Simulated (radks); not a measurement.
Numerical settings for neutral tin, [Kr] 4d10 5s2 5p2. Calculated with a radial shooting solver on a logarithmic mesh with Libxc functionals: scalar-relativistic Kohn-Sham, LDA (Slater exchange, Perdew-Wang correlation), spin-polarised, spherical densities, finite nucleus; open shells are filled with parallel spins first (spin-orbit coupling, left out, can overturn this in heavy ions); Fermi nuclear charge, rms radius 4.6519 fm. The defaults (mesh step 0.008 in ln r, mesh end at 40 bohr or more with all orbitals vanishing there, Anderson mixing 0.5 over 9 steps, residual threshold near 1e-9 with the energy settled to 1e-9 hartree or 1e-11 of itself, here a cap of 74 iterations) give E = -6171.7252 hartree and 5p at -4.238 eV in 14 iterations. Run on one thread of a shared host, so times are rough (Arm Neoverse V2): 0.19 s of CPU time, 0.19 s wall, 14 iterations on 2437 mesh points. Changes against that run (0 stands for a change within the tolerance of the run):

setting                     iterations  converged  E (mhartree)  e(5p) (meV)  CPU (s)
mesh step in ln r 0.2                4         no      diverged            -     0.01
mesh step in ln r 0.03              14        yes      +0.00167            0     0.06
mesh step in ln r 0.05              14        yes       +0.0323            0     0.04
mesh end (bohr) 5                   14        yes          +147    +3.29e+03     0.17
mesh end (bohr) 8                   14        yes         +4.76         +235     0.18
residual threshold 0.001             8        yes      -0.00168        -10.5     0.13
residual threshold 1e-05            11        yes             0     -0.00588     0.16
mixing 2.5                          15        yes             0            0     0.21
linear mixing, mixing 0.5           30        yes             0            0     0.32
linear mixing, mixing 0.05          74         no         +1.67        -44.1      0.9
mixing history 20                   16        yes             0            0     0.21
iteration cap 3                      3         no         +6.99         +149     0.06

Settings that end as converged yet miss the energy by more than 1 mhartree: mesh end (bohr) 5 (+0.147 hartree); mesh end (bohr) 8 (+0.00476 hartree). A mesh that ends early acts as a hard wall.
